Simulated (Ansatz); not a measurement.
C$_{2}$H$_{5}$NSi, SMILES `C#CN[SiH3]`. Total charge 0; spin multiplicity 1.

```csv
atom,x (Å),y (Å),z (Å)
C1,0.9780,2.0146,0.7562
C2,0.2086,1.1010,0.6140
N3,-0.6088,0.0616,0.4159
Si4,-0.2507,-1.2406,-0.6827
H5,1.6499,2.8268,0.8900
H6,-1.4645,0.0642,0.9488
H7,-1.4163,-2.1538,-0.5906
H8,-0.0913,-0.7325,-2.0676
H9,0.9951,-1.9413,-0.2842
```

(1) Give the diagnostics of a CCSD(T)/def2-TZVPP run (frozen core, Ansatz). (Estimate.)

Answers

(1) The calculation gave: T1 = 0.0124, largest single amplitude 0.013, largest double 0.039, (T) share of the correlation energy 4.3 %, 9 CCSD cycles. The RHF solution is stable towards an unrestricted one. T1 lies under the customary mark of 0.02 for closed shells.
